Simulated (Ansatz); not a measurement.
Cost and result up the ladder for [(OH)2Al]2NH (Al2NO4H5) (12 atoms). The state is a singlet with charge 0. Geometry: B3LYP-D4/def2-SVP.

```csv
atom,x (Å),y (Å),z (Å)
Al1,-1.039,-0.509,0.404
O2,-1.861,-1.742,-0.470
O3,-1.482,-0.493,2.067
N4,-0.509,1.071,-0.449
Al5,1.188,0.691,-0.516
O6,0.907,-0.865,0.288
O7,2.756,1.121,-0.959
H8,-1.999,-1.695,-1.418
H9,-1.400,0.293,2.611
H10,-1.073,1.855,-0.746
H11,1.410,-1.629,0.581
H12,3.103,1.903,-1.393
```

Ansatz; hardware A = 2 threads of AMD EPYC 7R13 on a shared host; B = 2 threads of AMD EPYC 7R13 on a shared host and a share (18 GiB) of an NVIDIA H100 80GB HBM3. Times are rough, and most runs start from the orbitals of an earlier one. PBE0-D4/def2-TZVP serves as the yardstick here, not as an exact answer. Differences are given only for rows in sets of like size (and for xTB, whose basis is part of the method), since another set adds its own error. Binding counts from free atoms at the same level (Al doublet, O triplet, N quartet, H doublet; other spins of the atoms weren't run), without zero-point energy or a counterpoise term.

LC-ωPBE has ω = 0.4 bohr⁻¹. B3LYP takes the VWN-RPA correlation. Correlated methods freeze 15 core orbitals. The rows differ in basis, and correlated rows in double-zeta sets carry the largest basis error.

Correlated methods converge slowly with the basis, most of all in double-zeta sets.

```json
{"level": "CCSD(T)/def2-SVP [B]", "functions": "131", "binding energy per atom (eV)": "3.83", "difference from PBE0-D4/def2-TZVP (eV)": "–"}
{"level": "MP2/def2-TZVP [A]", "functions": "259", "binding energy per atom (eV)": "4.14", "difference from PBE0-D4/def2-TZVP (eV)": "0.07"}
{"level": "HF/6-31G [A]", "functions": "81", "binding energy per atom (eV)": "2.42", "difference from PBE0-D4/def2-TZVP (eV)": "–"}
{"level": "B3LYP-D4/6-31G [A]", "functions": "81", "binding energy per atom (eV)": "3.72", "difference from PBE0-D4/def2-TZVP (eV)": "–"}
{"level": "PBE-D4/def2-TZVP [A]", "functions": "259", "binding energy per atom (eV)": "4.18", "difference from PBE0-D4/def2-TZVP (eV)": "0.12"}
{"level": "LDA (SPW92)/def2-TZVP (with forces) [A]", "functions": "259", "binding energy per atom (eV)": "4.76", "difference from PBE0-D4/def2-TZVP (eV)": "0.69"}
{"level": "LC-ωPBE/def2-TZVP [A]", "functions": "259", "binding energy per atom (eV)": "4.11", "difference from PBE0-D4/def2-TZVP (eV)": "0.05"}
{"level": "PBE0-D4/def2-TZVP [A]", "functions": "259", "binding energy per atom (eV)": "4.06", "difference from PBE0-D4/def2-TZVP (eV)": "0.00"}
{"level": "r2SCAN-D4/def2-TZVP [A]", "functions": "259", "binding energy per atom (eV)": "4.14", "difference from PBE0-D4/def2-TZVP (eV)": "0.08"}
{"level": "r2SCANh-D4/def2-TZVP [A]", "functions": "259", "binding energy per atom (eV)": "4.10", "difference from PBE0-D4/def2-TZVP (eV)": "0.03"}
{"level": "PBE0-D4/def2-SVP [A]", "functions": "131", "binding energy per atom (eV)": "4.04", "difference from PBE0-D4/def2-TZVP (eV)": "–"}
{"level": "PBE-D4/def2-SVP [A]", "functions": "131", "binding energy per atom (eV)": "4.17", "difference from PBE0-D4/def2-TZVP (eV)": "–"}
```

Task: Estimate how long each takes.

Result: HF/6-31G [A] 0.76 s; B3LYP-D4/6-31G [A] 1.8 s; PBE-D4/def2-SVP [A] 1.8 s; PBE0-D4/def2-SVP [A] 2.5 s; LDA (SPW92)/def2-TZVP (with forces) [A] 3 s; PBE-D4/def2-TZVP [A] 3.3 s; LC-ωPBE/def2-TZVP [A] 4.9 s; CCSD(T)/def2-SVP [B] 5.5 s; MP2/def2-TZVP [A] 6 s; PBE0-D4/def2-TZVP [A] 6 s; r2SCAN-D4/def2-TZVP [A] 6.5 s; r2SCANh-D4/def2-TZVP [A] 9 s. On shared hardware such times vary by a factor of up to 3.
